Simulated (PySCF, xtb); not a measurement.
C4H4BFO, SMILES B(C#C)(C(C)=O)F.

GFN2-xTB in xtb at its own geometry gives an orbital gap of 2.50 eV and a dipole moment of 3.03 D.

Geometry optimised at B3LYP-D3(BJ)/def2-SVP. This is a generated structure with no PubChem entry under its InChIKey; it may be hypothetical. The values are those of a single conformer.

### Question
What does B3LYP/def2-TZVP run with PySCF give? (An estimate is asked for; the answer gives what the named calculation found.)

### Answer
gap 4.83 eV (levels -6.99 and -2.16 eV), dipole 3.17 D.
